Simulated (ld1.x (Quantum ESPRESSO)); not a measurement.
# Varying the TM potential for tantalum

Base potential:

ld1.x (Quantum ESPRESSO) 7.5 input, shortened:

```
&input
   title='Ta', zed=73., rel=1, dft='BLYP', iswitch=3,
   config='[Xe] 4f14 5d3 6s1.5 6p0.5'
 /
 &inputp
   pseudotype=2, tm=.true., lloc=-2, rcloc=1.35,
   nlcc=.true., new_core_ps=.true., rcore=1.00
 /
3
6S  1  0   1.50   0.00  3.00  3.00  0.0
6P  2  1   0.50   0.00  2.85  2.85  0.0
5D  3  2   3.00   0.00  1.55  1.55  0.0
 &test
   configts(1)='5d3 6s1.5 6p0.5'
 /
```

All-electron outer shells of the reference configuration (BLYP, scalar-relativistic, ld1.x):

| shell | level (eV) | outermost node (bohr) | outermost maximum (bohr) |
| --- | --- | --- | --- |
| 5p | -39.99 | 0.58 | 1.13 |
| 4f | -25.24 | – | 0.44 |
| 6s | -5.84 | 1.32 | 2.74 |
| 5d | -4.14 | 0.65 | 1.58 |
| 6p | -1.67 | 1.59 | 3.85 |

Cutoffs, loose and tight: the cutoffs (Ry, on a coarse ladder) from which the occupation-weighted sum of valence levels, in a spherical-Bessel basis at the reference potential, stays within 10 and 1 mRy of its value at 400 Ry. They do not see the model core or the augmentation charge, which bear on the density cutoff. Test errors are all-electron minus pseudo excitation energies from the reference, over the configurations 5d3 6s2 6p0; 5d3 6s1 6p0; 5d3 6s0 6p0; 5d2 6s0 6p0; 5d3.5 6s1.5 6p0; 5d4 6s1 6p0; 5d2 6s2 6p1. A dash means not determined; rows that change the core or the reference have their own tests.

A true bound ghost makes a file unfit for plane-wave use even where its test errors are small: the radial tests pick states by their node count and pass the ghost by. Where a test does run into it, the solver fails or the error is huge.

Cutoffs are not given where the Bessel-basis levels miss the radial ones by over 6 mRy, ghosts where they miss by over 20 mRy; a channel whose overlap is not positive is not tested.

On the changes marked as counting shells twice: ld1.x takes every shell without a wave as core, so the model core holds the marked electrons as well and exchange and correlation see them twice. This cancels in the reference configuration, but the file is broken for other ones, and its errors say nothing about a proper core correction.

| change | outcome | cutoff, loose | cutoff, tight | bound ghosts | largest test error (meV) |
| --- | --- | --- | --- | --- | --- |
| base | generated | 25 Ry | 35 Ry | s, p | -146 |
| functional PBEsol | generated | 25 Ry | 35 Ry | s, p | -165 |
| core [Kr] 4d10, valence charge 27; reference 4f14 5s2 5p6 5d3 6s2 6p0; waves now 5s (bound): rc 1.75 bohr; 5p (bound): rc 1.80 bohr; 4f (bound): rc 0.60 bohr; 5d (bound): rc 1.90 bohr; local potential the d channel; core correction a·sin(br)/r model core inside 0.35 bohr (6s counted twice) | generated, misses its reference levels by 0.40 eV | – | – | p | +1094 over the solved tests; 3 of 7 tests not solved or not reliable |
| wave 6p (bound): rc 2.85 bohr becomes 6p (bound): rc 2.82 bohr | generated | 25 Ry | 35 Ry | s, p | -147 |
| all radii but the core radius scaled by about 1.28 (s 3.84, p 3.64, d 1.98 bohr); local potential all-electron potential smoothed inside 1.72 bohr (lloc = -2) | generated | 30 Ry | 35 Ry | s | -294 |
| core correction Bessel-smoothed model core inside 1.66 bohr | generated | 25 Ry | 35 Ry | s, p | -146 |
| wave 6s (bound): rc 3.00 bohr becomes 6s (bound): rc 3.40 bohr | generated | 25 Ry | 35 Ry | s, p | -204 |
